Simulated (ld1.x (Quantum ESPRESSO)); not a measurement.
What one change does to a pseudopotential (Pm, TM)

ld1.x (Quantum ESPRESSO) 7.5 input, shortened:

```
&input
   title='Pm', zed=61., rel=1, dft='PBE', iswitch=3,
   config='[Xe] 4f5 5d0 6s2 6p0'
 /
 &inputp
   pseudotype=2, tm=.true., lloc=2,
   nlcc=.true.
 /
4
6S  1  0   2.00   0.00  3.85  3.85  0.0
5P  2  1   6.00   0.00  2.20  2.20  0.0
4F  4  3   5.00   0.00  1.55  1.55  0.0
5D  3  2   0.00   0.00  2.55  2.55  0.0
 &test
   configts(1)='4f5 5p6 5d0 6s2 6p0'
 /
```

All-electron outer shells of the reference configuration (PBE, scalar-relativistic, ld1.x):

```
shell  level (eV)  outermost node (bohr)  outermost maximum (bohr)
   4d     -122.76                   0.29                      0.60
   5s      -41.87                   0.70                      1.29
   5p      -22.67                   0.75                      1.46
   6s       -3.54                   1.74                      3.72
   4f       -2.15                      –                      0.64
   5d       -1.80                   0.86                      2.20
   6p       -1.22                   2.10                      5.02
```

Change: wave 5p (bound): rc 2.20 bohr becomes 5p (bound): rc 1.52 bohr.

Cutoffs: the cutoffs (Ry, on a coarse ladder) from which the occupation-weighted sum of valence levels, in a spherical-Bessel basis at the reference potential, stays within 10 and 1 mRy of its value at 400 Ry; they do not see the model core or the augmentation charge, which bear on the density cutoff. Errors are all-electron minus pseudo energies relative to the spin-unpolarised reference configuration.

Q: Predict the effect on cutoff, ghosts and configuration errors.

A: The potential gets neither clearly harder nor softer (160 Ry and 230 Ry → 160 Ry and 230 Ry); both files keep a bound ghost (s); the number of tests that count goes from 6 to 4; the errors of the 4 common tests hardly move.

```csv
quantity,base,changed
"cutoff, loose",160 Ry,160 Ry
"cutoff, tight",230 Ry,230 Ry
loose cutoff by channel (10 mRy a level),"s 6 Ry, p 12 Ry, f 140 Ry","s 6 Ry, p 30 Ry, f 140 Ry"
bound ghosts,s,s
"tests counted (converged, no solver errors)",6 of 7,4 of 7
"error for 4f5 5p6 5d0 6s1 6p0, meV [ΔE 5.87 eV]",-3.6,-3.6
"error for 4f5 5p6 5d0 6s0 6p0, meV [ΔE 16.81 eV]",-21,-20
"error for 4f4 5p6 5d0 6s0 6p0, meV [ΔE 40.01 eV]",+242,+209
"error for 4f6 5p6 5d0 6s0 6p0, meV [ΔE 8.16 eV]",-236,-250
s: phases at 4.19 bohr within 0.05 rad from the reference energy up to (Ry; the scan ends near 5),n/a,n/a
p: phases at 4.19 bohr within 0.05 rad from the reference energy up to (Ry; the scan ends near 5),-0.2,-0.2
d: phases at 4.19 bohr within 0.05 rad from the reference energy up to (Ry; the scan ends near 5),3.7,3.7
f: phases at 4.19 bohr within 0.05 rad from the reference energy up to (Ry; the scan ends near 5),0.7,0.7
```

Base: Tests not counted: 4f4 5p6 5d0 6s2 6p0 (solver errors, printed error -1291 eV). These tests converged, but a pseudo level misses the all-electron one widely, so the file describes the atom poorly there or has found another state: 4f4 5p6 5d0 6s0 6p0: empty 6s by 5.1 eV (a node warning on the way). Changed file: Tests not counted: 4f5 5p6 5d0 6s0 6p1 (solver errors, printed error +162 meV); 4f4 5p6 5d0 6s2 6p0 (solver errors, printed error -1307 eV); 4f3 5p6 5d0 6s0 6p0 (solver errors, printed error +758 meV). These tests converged, but a pseudo level misses the all-electron one widely, so the file describes the atom poorly there or has found another state: 4f4 5p6 5d0 6s0 6p0: empty 6s by 5.1 eV (a node warning on the way). A true bound ghost makes a file unfit for plane-wave use even where its test errors are small: the radial tests pick states by their node count and pass the ghost by. Where a test does run into it, the solver fails or the error is huge.
